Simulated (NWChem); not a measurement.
System: CH8OSi2; SMILES [Si@H]([SiH3])(C)O

```xyz
12

C     -1.4750     1.4179     0.2280
Si     0.0852     0.5650    -0.3759
O      1.4726     1.2123     0.3082
Si    -0.0210    -1.7455     0.0777
H     -1.4172     2.5020     0.0417
H     -2.3567     1.0253    -0.3040
H     -1.6352     1.2630     1.3066
H      0.2391     0.7887    -1.8430
H      1.6339     1.0017     1.2322
H     -0.0388    -1.9718     1.5608
H      1.1654    -2.4685    -0.4780
H     -1.2618    -2.3616    -0.4919
```
Atoms are numbered in this order, from 1.

Coordinates come from a PBE0/def2-SVP optimisation.

Question: Give the principal values of the shielding tensors (ppm) of C1, Si2, O3, Si4 from PBE0/pcSseg-1, GIAO (NWChem), with their diamagnetic and paramagnetic parts as GIAO splits them.

Answer: 
| atom | σ11 | σ22 | σ33 | isotropic | diamagnetic | paramagnetic |
|---|---|---|---|---|---|---|
| C1 | 165.9 | 187.1 | 190.4 | 181.2 | 256.6 | -75.4 |
| Si2 | 290.4 | 338.3 | 416.7 | 348.5 | 880.3 | -531.8 |
| O3 | 276.1 | 308.6 | 333.6 | 306.1 | 391.0 | -84.8 |
| Si4 | 454.5 | 461.3 | 472.2 | 462.7 | 880.9 | -418.3 |
